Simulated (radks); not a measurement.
Question: All-electron atom: Pr+ in [Kr] 4d10 4f5 5p6 6s1 (not the ground configuration). Calculated with a radial shooting solver on a logarithmic mesh with Libxc functionals: Dirac Kohn-Sham, exchange-only PBE, spin-unpolarised, spherical densities, point nucleus; open shells are shared between the two j in proportion to 2j + 1. Some entries of the table are withheld. Estimate them.

orbital     occ.  eigenvalue (eV)  <r^2> (bohr^2)  <1/r> (bohr^-1)
1s1/2          2        -41785.53       0.0007894            64.70
2s1/2          2        -6721.314         0.01247            15.28
2p1/2          2        -6352.551        0.009129            15.26
2p3/2          4        -5870.135         0.01038            13.77
3s1/2          2        -1450.051         0.08463            5.528
3p1/2          2        -1293.276         0.07958            5.441
3p3/2          4        -1197.659         0.08702            5.068
3d3/2          4        -924.2881         0.07088            4.937
3d5/2          6        -903.6632         0.07299            4.842
4s1/2          2        -289.2168          0.4398            2.284
4p1/2          2        -230.6810             (1)            2.178
4p3/2          4        -210.2809             (2)            2.053
4d3/2          4        -114.3567          0.6147            1.827
4d5/2          6        -110.8085          0.6322            1.796
5p1/2          2         -28.7198           3.351           0.7636
5p3/2          4         -25.9919           3.706           0.7208
6s1/2          1          -7.8486           18.93           0.3085
4f5/2    2.14286          -4.9030           2.649              (3)
4f7/2    2.85714          -4.6110           2.834              (4)

Answer: 
(1) 4p1/2 <r^2> (bohr^2): 0.4699
(2) 4p3/2 <r^2> (bohr^2): 0.5121
(3) 4f5/2 <1/r> (bohr^-1): 1.100
(4) 4f7/2 <1/r> (bohr^-1): 1.081
